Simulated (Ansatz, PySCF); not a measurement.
ScF3, SMILES [Sc]([F])([F])[F]. Atoms are numbered in the order given.

```xyz
4

Sc    -0.0001     0.0000     0.0000
F     -1.8286     0.0000     0.0000
F      0.9143     1.5835     0.0000
F      0.9143    -1.5835     0.0000
```
Charge 0, spin multiplicity 1.

The structure is a stationary point at B3LYP-D3(BJ)/def2-SVP. The isomer is the one that the SMILES or the coordinates give; other isomers of the formula were not compared.

Two levels are set side by side: PBE-D3(BJ)/def2-SVP (Ansatz, a first-principles code) and B3LYP-D3(BJ)/def2-SVP (Ansatz). Each level has its own optimised geometry; the coordinates shown are those of the second. Frequencies come from the Hessian of PySCF at each geometry. Differences are taken from unrounded values.

```tsv
quantity	B3LYP-D3(BJ)	PBE-D3(BJ)	PBE-D3(BJ) minus B3LYP-D3(BJ)
mean bond length (Å)	1.828	1.832	0.004
bond Sc1–F2 (Å)	1.829	1.832	0.004
bond Sc1–F3 (Å)	1.828	1.832	0.004
bond Sc1–F4 (Å)	1.828	1.832	0.004
highest harmonic wavenumber (cm⁻¹)	769	753	-17
mean harmonic wavenumber (cm⁻¹)	437	424	-13
zero-point energy (kcal/mol)	3.75	3.64	-0.11
```
